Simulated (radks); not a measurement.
Q: These are the eigenvalues of the occupied orbitals of an atom or ion with whole-number occupations (eV). Method: Dirac Kohn-Sham, BLYP, spin-unpolarised, spherical densities, point nucleus; computed with a radial shooting solver on a logarithmic mesh with Libxc functionals.

| orbital | eigenvalue |
|---|---|
| 1s1/2 | -34386.04 |
| 2s1/2 | -5377.976 |
| 2p1/2 | -5054.977 |
| 2p3/2 | -4730.180 |
| 3s1/2 | -1126.373 |
| 3p1/2 | -992.1248 |
| 3p3/2 | -930.4457 |
| 3d3/2 | -694.1391 |
| 3d5/2 | -681.1010 |
| 4s1/2 | -230.2506 |
| 4p1/2 | -182.7091 |
| 4p3/2 | -170.3573 |
| 4d3/2 | -93.4163 |
| 4d5/2 | -91.4138 |
| 5s1/2 | -49.8833 |
| 5p1/2 | -37.8056 |
| 5p3/2 | -36.1021 |

Which element is it, and in what charge state? The configuration may be excited. Open shells, if any, fill j = l - 1/2 first.

A: Z = 54, xenon, charge +3: Xe3+ in [Kr] 4d10 5s2 5p3. The list shows which subshells hold electrons but not how many an open one holds; the 1s level, -1263.7 hartree, gives Z - s = 50.3 by -(Z - s)^2/2, which with screening and relativity narrows Z to a few neighbours, and the depths of the outer levels then fix element, charge and occupations together.
